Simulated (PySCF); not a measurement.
How methods differ on the excitation energy of Sn⁺

Sn⁺ [Kr] 4d10 5s2 5p1 (2P) → Sn⁺ [Kr] 4d10 5s1 5p2 (4P), as a difference of total energies. Calculation: PySCF 2.14, in aug-cc-pVQZ-PP with ECP28MDF; scalar relativity through the core potential. Correlated levels: valence: 4s2 4p6 4d10 frozen. The calculations carry no spin-orbit coupling.

```csv
method,excitation energy (eV)
UHF,4.207
MP2 (valence),4.939
SCS-MP2 (valence),5.213
CCSD (valence),5.145
CCSD(T) (valence),5.164
```

Errors of the correlated levels include the incompleteness of this basis and the frozen core.

Q: Which method comes closest to the reference value, and which is furthest?

A: The reference is 5.753 eV (measured; NIST levels, between the centres of gravity of the two terms). Closest: SCS-MP2 (valence) (error -0.540 eV); furthest: UHF (error -1.546 eV).
